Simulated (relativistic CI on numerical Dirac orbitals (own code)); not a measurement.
**Ligand-field terms of d2**

Computed with a parametric ligand-field model of a d^n configuration (Racah B and C, spin-orbit zeta, crystal field), exact diagonalisation.

Field parameters in Wybourne normalisation: Oh B⁴₀ = 21Dq, B⁴₄ = √(5/14) B⁴₀. The field is a parameter set, without covalency.

Task: Ground term and bands for B = 730, C = 3450, ζ = 0 cm⁻¹, Oh, 10Dq = 34310 cm⁻¹?

Result: Ground term 3T1 with 0.01 electrons in the two orbitals of the cubic e set. Spin-allowed: 3T2 32584 cm⁻¹ (307 nm), 3T1 41808 cm⁻¹ (239 nm), 3A2 66894 cm⁻¹ (149 nm). Lowest spin-forbidden: 1T2 11555 cm⁻¹ (865 nm), 1E 11650 cm⁻¹ (858 nm), 1A1 26469 cm⁻¹ (378 nm).

Task: Ground term and bands for B = 730, C = 3450, ζ = 0 cm⁻¹, Oh, 10Dq = 28470 cm⁻¹?

Result: Ground term 3T1 with 0.01 electrons in the two orbitals of the cubic e set. Spin-allowed: 3T2 26819 cm⁻¹ (373 nm), 3T1 36118 cm⁻¹ (277 nm), 3A2 55289 cm⁻¹ (181 nm). Lowest spin-forbidden: 1T2 11591 cm⁻¹ (863 nm), 1E 11706 cm⁻¹ (854 nm), 1A1 26094 cm⁻¹ (383 nm).

Task: Ground term and bands for B = 730, C = 3450, ζ = 0 cm⁻¹, Oh, 10Dq = 12410 cm⁻¹?

Result: Ground term 3T1 with 0.05 electrons in the two orbitals of the cubic e set. Spin-allowed: 3T2 11182 cm⁻¹ (894 nm), 3T1 20904 cm⁻¹ (478 nm), 3A2 23592 cm⁻¹ (424 nm). Lowest spin-forbidden: 1T2 11718 cm⁻¹ (853 nm), 1E 11979 cm⁻¹ (835 nm), 1A1 23504 cm⁻¹ (425 nm).

Task: Ground term and bands for B = 730, C = 3450, ζ = 0 cm⁻¹, Oh, 10Dq = 18250 cm⁻¹?

Result: Ground term 3T1 with 0.03 electrons in the two orbitals of the cubic e set. Spin-allowed: 3T2 16810 cm⁻¹ (595 nm), 3T1 26321 cm⁻¹ (380 nm), 3A2 35060 cm⁻¹ (285 nm). Lowest spin-forbidden: 1T2 11673 cm⁻¹ (857 nm), 1E 11852 cm⁻¹ (844 nm), 1A1 24893 cm⁻¹ (402 nm).

Task: Ground term and bands for B = 730, C = 3450, ζ = 0 cm⁻¹, Oh, 10Dq = 15330 cm⁻¹?

Result: Ground term 3T1 with 0.04 electrons in the two orbitals of the cubic e set. Spin-allowed: 3T2 13984 cm⁻¹ (715 nm), 3T1 23587 cm⁻¹ (424 nm), 3A2 29314 cm⁻¹ (341 nm). Lowest spin-forbidden: 1T2 11698 cm⁻¹ (855 nm), 1E 11911 cm⁻¹ (840 nm), 1A1 24300 cm⁻¹ (412 nm).
